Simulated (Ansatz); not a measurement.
Start from `C[Se][In]([F])[F]` and change one element to get `C[Se][Al]([F])[F]`.

Ansatz, PBE0-D4/def2-TZVP geometries, multiplicity 1. Each molecule was computed in one conformer, which needn't be the lowest.

Elements past krypton have def2 core potentials. Scalar relativity is left out up to krypton.

| property | `C[Se][In]([F])[F]` |
| --- | --- |
| HOMO–LUMO gap (PBE0/def2-TZVPP) / eV | 5.11 |
| HOMO–LUMO gap (B3LYP/def2-TZVPP) / eV | 4.57 |
| HOMO–LUMO gap (ωB97M-V/def2-TZVPP) / eV | 9.13 |
| LUMO energy (PBE0/def2-TZVPP) / eV | -2.45 |
| HOMO energy (B3LYP/def2-TZVPP) / eV | -7.35 |
| LUMO energy (B3LYP/def2-TZVPP) / eV | -2.78 |

Question: What does the change do to each property? (Best estimate.)

Answer: Computed: 
```json
{"property": "HOMO–LUMO gap (PBE0/def2-TZVPP) / eV", "`C[Se][Al]([F])[F]`": "6.29", "shift": "1.18"}
{"property": "HOMO–LUMO gap (B3LYP/def2-TZVPP) / eV", "`C[Se][Al]([F])[F]`": "5.75", "shift": "1.18"}
{"property": "HOMO–LUMO gap (ωB97M-V/def2-TZVPP) / eV", "`C[Se][Al]([F])[F]`": "10.05", "shift": "0.92"}
{"property": "LUMO energy (PBE0/def2-TZVPP) / eV", "`C[Se][Al]([F])[F]`": "-1.02", "shift": "1.43"}
{"property": "HOMO energy (B3LYP/def2-TZVPP) / eV", "`C[Se][Al]([F])[F]`": "-7.07", "shift": "0.28"}
{"property": "LUMO energy (B3LYP/def2-TZVPP) / eV", "`C[Se][Al]([F])[F]`": "-1.32", "shift": "1.46"}
```

With PBE0 the HOMO rises by 0.25 eV and the LUMO rises by 1.43 eV, so the gap widens by about 1.18 eV. PBE moves the HOMO by 0.23 eV and ωB97M-V by 0.27 eV.

B3LYP here is the variant with VWN-RPA as its local correlation; programs differ in this.

Spin–orbit coupling is left out; it splits and shifts lone-pair levels of the heavy atoms by tenths of an eV.
